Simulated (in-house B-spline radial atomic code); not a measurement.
# Ionising Sc4+ with different functionals

Computed with a radial B-spline atomic code at the basis-set limit: scalar-relativistic (spin-free X2C) Hamiltonian, Fermi nucleus of rms radius 3.5459 fm, spin-polarised at highest spin, spherical fractional occupations for the functionals, and exact exchange of hybrids averaged over the configuration. The ionisation energy is the difference of two self-consistent energies, [Ne] 3s2 3p5 → [Ne] 3s2 3p4, without Breit or QED terms; ε is the level of the shell that loses the electron (its least bound occupied spin orbital).

```csv
method,rung,ΔSCF (eV),-ε(3p) (eV)
PBE0,global hybrid,91.82,85.10
B3LYP,global hybrid,91.89,84.63
TPSSh,global hybrid,91.91,83.72
BHandHLYP,global hybrid,?,?
r2SCAN0,global hybrid,?,?
B97-1,global hybrid,91.85,84.69
HSE06,range-separated hybrid,91.81,84.67
wB97X,range-separated hybrid,91.80,87.71
CAM-B3LYP,range-separated hybrid,91.84,86.60
LC-wPBE,range-separated hybrid,91.99,88.08
```

Task: What does BHandHLYP give?

Result: ΔSCF 91.65 eV, and -ε(3p) = 87.46 eV.

Task: What does r2SCAN0 give?

Result: ΔSCF 91.90 eV, and -ε(3p) = 85.36 eV.

Task: Among the functionals, which spreads more, the ΔSCF values or the orbital energies?

Result: The orbital energies: ΔSCF values span about 0.35 eV and the orbital energies 4.36 eV; here energy differences depend much less on the functional than eigenvalues do.

Task: How do they compare with the NIST value?

Result: NIST lists 91.95 eV ± 0.03 (semi-empirical, ground level to ground level). Errors run from -0.30 to +0.04 eV; TPSSh is closest (-0.04 eV), though others lie within the uncertainty of it, and part of that can be cancellation, since the calculations leave out spin-orbit coupling, Breit-QED terms, multiplet and fine-structure energies.
